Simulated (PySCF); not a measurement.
**Dipole moment and polarisability of `O=CC#CC#C[SiH2]S[SiH3]`**

C5H6OSSi2.
Numbering: `[O:1]=[CH:2][C:3]#[C:4][C:5]#[C:6][SiH2:7][S:8][SiH3:9]` (hydrogens: H10 on C2; H11, H12 on Si7; H13, H14, H15 on Si9)

Structure used (GFN2-xTB), in Å, numbered top down from 1:
```
atom  x, y, z in Å
O1    -4.894    2.109   -0.647
C2    -4.587    1.019   -0.238
C3    -3.296    0.434   -0.316
C4    -2.194   -0.075   -0.381
C5    -0.971   -0.645   -0.448
C6     0.127   -1.162   -0.531
Si7    1.828   -1.879   -0.564
S8     2.964   -0.969    1.027
Si9    3.012    1.121    0.537
H10   -5.322    0.349    0.255
H11    1.803   -3.289   -0.218
H12    2.433   -1.549   -1.850
H13    3.891    1.666    1.554
H14    3.556    1.247   -0.811
H15    1.649    1.632    0.598
```

Level: CAM-B3LYP/def2-SVPD (PySCF), static field, nuclei fixed, core orbitals frozen in the response. The polarisability tensor in these axes (au):

```
x   219.79 -38.24   7.61
y   -38.24 136.82   2.00
z     7.61   2.00  98.98
```

Q: Give the principal values, the mean and the anisotropy Δα = √{½[(α1 − α2)² + (α2 − α3)² + (α1 − α3)²]}.

A: Principal values 97.79, 122.78 and 235.02 au; mean 151.86 au = 22.50 Å³ = 25.04 × 10⁻⁴⁰ C²·m²/J; Δα = 126.60 au (83 % of the mean).

Q: What is the dipole moment, and where does it point?

A: (1.50, -1.86, -0.06) D, 2.39 D in size, pointing from the negative to the positive side. Measured along this direction, the outermost atoms are O1 at the negative end and H11 at the positive end.

Q: Give the eigenvalues of the traceless quadrupole moment Θ = ½Σq(3rr − r²1), origin at the centre of nuclear charge.

A: -28.28, 8.47, 19.81 D·Å. The values depend on the origin, since the dipole doesn't vanish. The electronic extent ⟨r²⟩ about the same centre is 3715 bohr², a root-mean-square distance of 3.44 Å for the 88 electrons.

Q: In a dilute gas of rigid molecules at 273 K, how does the orientational term μ²/3kT compare with the electronic polarisability?

A: In Gaussian units μ²/3kT = 50.63 Å³ against 22.50 Å³, a ratio of 2.25; the Debye molar polarisation (4π/3)N_A(α + μ²/3kT) is 184.5 cm³/mol, leaving out the vibrational part.

Q: What molar refraction does this α imply?

A: Lorentz–Lorenz: R = (4π/3)N_A α = 2.5225 cm³/(mol·Å³) × 22.50 Å³ = 56.8 cm³/mol, in the limit of long wavelengths.

Q: What would n − 1 = 2πNα be for an ideal gas of these molecules at 298.15 K and 1 atm, electronic part alone?

A: N = p/kT = 2.4615 × 10¹⁹ cm⁻³, so n − 1 = 2π × N × 22.50 × 10⁻²⁴ cm³ = 3480 × 10⁻⁶ at long wavelengths, for an ideal gas.

Q: In TDDFT the mean static polarisability is Σ f/ω² over all singlet excitations (ω in hartree). How much of it do the 8 lowest give? Their energies (eV) and oscillator strengths: 3.61, 0.0002; 3.69, 0.0001; 4.20, 0.1192; 4.67, 0.0003; 4.91, 0.0170; 5.80, 0.0070; 6.05, 0.0428; 6.23, 0.7549.

A: They add up to 20.99 au, 13.8 % of the 151.86 au; the largest single term is 14.42 au, from the state at 6.23 eV. Terms in order: 0.01, 0.01, 5.01, 0.01, 0.52, 0.15, 0.87, 14.42 au. Higher excitations give the rest. The strengths listed sum to 0.941.

One conformer (not necessarily the lowest) at the GFN2-xTB geometry, without solvent, vibrations or thermal averaging.

These values come from a run that also computed excited states. Hardware: Arm Neoverse V1, one thread, shared host with 32 logical CPUs at a one-minute load of 27. Cost: 87 s, 1.2 GiB resident at most.
